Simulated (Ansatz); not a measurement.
The molecule IrO, multiplicity 4 (lowest of 2S+1 = 2, 4, 6 at CCSD(T)/def2-TZVPP on PBE0 minima; our sources give no spin for the ground state, which may be another). No spin–orbit coupling.

Constants: fifth-degree fit in 1/R to seven points, most abundant isotopes. In def2 and cc sets the state is the lowest found near the PBE0 minimum, followed along R.

Run with Ansatz (an electronic-structure program). Values without a source in brackets are computed. In def2 rows elements past Kr take small-core potentials, without spin–orbit coupling.

### Question
What bond length and harmonic frequency does B3LYP/def2-TZVPP give?

### Answer
r_e = 1.724 Å, ω_e = 922 cm⁻¹.

### Question
What bond length and harmonic frequency does CAM-B3LYP/def2-TZVPP give?

### Answer
r_e = 1.709 Å, ω_e = 960 cm⁻¹.

### Question
What bond length and harmonic frequency does wB97M-V/def2-TZVPP give?

### Answer
r_e = 1.686 Å, ω_e = 996 cm⁻¹.
